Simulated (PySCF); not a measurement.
## Structure revision by computed shifts

A compound C$_{8}$H$_{9}$F gives the data below (simulated from a calculation) and was assigned the structure `FCCc1ccccc1`.

13C{1H} NMR (computed): δ 149.6 (C), 133.9 (CH, 2C), 132.9 (CH), 129.2 (CH, 2C), 91.6 (CH), 27.9 (CH3).

1H NMR (500 MHz, computed): δ 7.50 (m, 2H), 7.45 (m, 2H), 7.40 (m, 1H), 5.53 (m, 1H), 1.42 (m, 3H).

Method: PBE0/pcSseg-1 with gauge-including orbitals, PBE0-D3(BJ)/def2-SVP geometry, in PySCF 2.14.0 with density-fitted response routines (single conformer, relativity neglected, no solvent model, equivalent nuclei averaged).

Referencing at the same level of theory: 1H (31.27 ppm), 13C (184.41 ppm) vs TMS.

Q: Compare with the shifts computed for the proposed structure, pairing carbons in order of shift.

A: Structure with atom numbers: `[F:1][CH2:2][CH2:3][c:4]1[cH:5][cH:6][cH:7][cH:8][cH:9]1`; H(Xn) means a hydrogen on atom n.

| atom | computed for proposal | given list | difference |
| --- | --- | --- | --- |
| C4 | 140.8 | 149.6 | -8.8 |
| C5 | 135.3 | 133.9 | +1.4 |
| C9 | 135.3 | 133.9 | +1.4 |
| C6 | 134.4 | 132.9 | +1.5 |
| C8 | 134.4 | 129.2 | +5.2 |
| C7 | 132.6 | 129.2 | +3.4 |
| C2 | 86.6 | 91.6 | -5.0 |
| C3 | 40.8 | 27.9 | +12.9 |

The rms difference is 6.3 ppm and the largest +12.9 ppm at C3 (sp3 CH2 on an aromatic ring). The carbon types in order of shift don't match either: C, CH, CH, CH, CH, CH, CH2, CH2 for the proposal against C, CH, CH, CH, CH, CH, CH, CH3 in the data. The proposal doesn't fit.

Q: Which isomer fits?

A: SMILES C[C@@H](F)c1ccccc1.

Carbon types of the structure: 1 × C, 6 × CH, 1 × CH3, which accounts for all hydrogens. δC 149.6: substituted aromatic carbon. δC 133.9, 132.9, 129.2: aromatic CH; the aromatic region. δC 91.6: sp3 CH bonded to F, on an aromatic ring; deshielded by the electronegative neighbour. δH 7.50, 7.45, 7.40: hydrogen on an aromatic CH; the ring current deshields protons in the ring plane.

Other isomers checked: CCc1ccc(F)cc1 (rms 22.8 ppm).

The shifts were computed for this structure.

Splittings by 19F in the carbon and heteronuclear signals aren't shown, as no couplings were computed. Shifts are as computed. Against solution values, carbons near 30 ppm lie about +2 ppm off and those near 130 ppm about +5 ppm. Of 1211 compounds with measured shifts, 218 miss one by over three times the rms of a fit or turn the order of signals round; such compounds aren't used in these exercises. Multiplicities follow the n + 1 count of equivalent neighbours, as no J values were calculated; m marks all less simple cases, F and P coupling included.
